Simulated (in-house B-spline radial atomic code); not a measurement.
RPA and G0W0 for Re²⁺, [Xe] 4f14 5d5, highest spin, as one setting changes: the highest l of the empty states. Start: Hartree-Fock. A dash marks a level of low quasi-particle weight. Computed with an all-electron radial atomic-structure program (B-spline basis): all electrons, scalar-relativistic (spin-free one-electron X2C), finite nucleus, each spin shell either full or empty, empty states to the listed l with an (l + 1/2)⁻⁴ tail; G0W0 by contour deformation at full frequency.

Without the two-electron picture change, the correlation of inner shells comes somewhat too large for so heavy an element.

```csv
highest l of the empty states,RPA summed (Eh),RPA extrapolated (Eh),G0W0 level (eV)
5,-5.3225,-6.2139,5d up -28.645
6,?,?,?
7,-5.8293,-6.1934,5d up -28.668
8,?,?,?
9,-5.9919,-6.1555,5d up -28.653
10,-6.0295,-6.1436,5d up -28.649
11,-6.0537,-6.1351,5d up -28.646
```

(1) What belongs in the row for 6?

(2) What belongs in the row for 8?

## Answers

(1) RPA summed (Eh): -5.6511; RPA extrapolated (Eh): -6.2154; G0W0 level (eV): 5d up -28.647.

(2) RPA summed (Eh): -5.9313; RPA extrapolated (Eh): -6.1732; G0W0 level (eV): 5d up -28.659.
